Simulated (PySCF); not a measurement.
**Electric field gradients and quadrupole coupling constants**

C5H7N2P.
Structure used (GFN2-xTB), in Å, numbered top down from 1:
```
atom  x, y, z in Å
C1    -2.3325    0.9907    0.9279
C2    -2.0457    0.2483   -0.1317
N3    -0.7599   -0.1688   -0.4465
C4    -0.4462   -0.9271   -1.5229
P5     1.2303   -1.2689   -1.6288
C6     1.3848   -0.3108   -0.1317
C7     2.6629   -0.0473    0.5855
N8     0.2652    0.1721    0.3262
H9    -1.5568    1.3059    1.6023
H10   -3.3411    1.2937    1.1369
H11   -2.7945   -0.0897   -0.8341
H12   -1.2279   -1.2398   -2.1921
H13    3.1241   -0.9856    0.8915
H14    2.4704    0.5633    1.4640
H15    3.3625    0.4718   -0.0686
```

Field gradients from the PBE0/pcSseg-1 density (PySCF, non-relativistic), principal values in atomic units, ordered |Vxx| ≤ |Vyy| ≤ |Vzz|:

| atom | Vxx | Vyy | Vzz |
| --- | --- | --- | --- |
| N3 | 0.1406 | 0.4478 | -0.5884 |
| N8 | 0.2019 | 0.8221 | -1.0241 |

Question: Find the asymmetry η = (Vxx − Vyy)/Vzz and the couplings χ = eQV/h (234.96 MHz × Q in barn × V in au), with Q(14N) = 0.02044 b.

Answer: 
| atom | environment | nucleus | η | χzz (MHz) | χxx (MHz) | χyy (MHz) |
| --- | --- | --- | --- | --- | --- | --- |
| N3 | pyrrole-type nitrogen | 14N | 0.52 | -2.826 | 0.675 | 2.151 |
| N8 | pyridine-type nitrogen | 14N | 0.61 | -4.918 | 0.970 | 3.948 |

The tensor is traceless: Vxx + Vyy + Vzz = 0.

Question: What is Vzz at N8 in SI units (1 au = 9.71736 × 10²¹ V/m²)?

Answer: -1.0241 au = -9.951 × 10²¹ V/m².

Question: What couplings would deuterons (Q(2H) = 0.00286 b) have in place of the hydrogens, at this geometry?

Answer: 
```
atom  bonded to  bond length (Å)  Vzz (au)     η  χzz (kHz)
  H9         C1            1.075    0.3355  0.04        225
 H10         C1            1.074    0.3433  0.06        231
 H11         C2            1.081    0.3198  0.11        215
 H12         C4            1.076    0.3362  0.09        226
 H13         C7            1.089    0.3101  0.03        208
 H14         C7            1.087    0.3130  0.02        210
 H15         C7            1.089    0.3101  0.03        208
```

The structure is a single GFN2-xTB conformer in the gas phase; no vibrational or solvent corrections. GFN2-xTB bond lengths can be off by several hundredths of an ångström, more for odd bonds, and the gradients follow them. The basis is small and wasn't made for field gradients, so the couplings can be 20 % off.
